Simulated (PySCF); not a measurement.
GaI2, SMILES [I][Ga][I], multiplicity 2. Atoms are numbered in the order given.

```xyz
3

Ga     0.0000     0.0000     0.9721
I      0.0000    -2.2442    -0.2843
I      0.0000     2.2442    -0.2843
```
Charge 0, spin multiplicity 2.

The structure is a stationary point at B3LYP-D3(BJ)/def2-SVP. The spin state was assumed, not searched. The isomer is the one that the SMILES or the coordinates give; other isomers of the formula were not compared. The def2 effective core potentials stand for the cores of I; spin–orbit coupling is left out.

Calculation: C-PCM-ωB97X/def2-SVP (PySCF).

The values are the electrostatic part of the solvation free energy, E(continuum) − E(gas) at the gas-phase geometry, in a cavity of scaled van der Waals radii (PySCF's table); cavitation and dispersion terms are not included. A continuum can't describe solvent molecules that bind to the metal. The dipole moment in vacuum is 1.34 D.

Computed values in water (ε = 78.36), acetone (ε = 20.49), n-hexane (ε = 1.88):
```
solvent       ε  ΔG(elec) (kcal/mol)  dipole (D)
--------  -----  -------------------  ----------
water     78.36                 -4.0        2.36
acetone   20.49                 -3.8        2.31
n-hexane   1.88                 -1.7        1.72
```
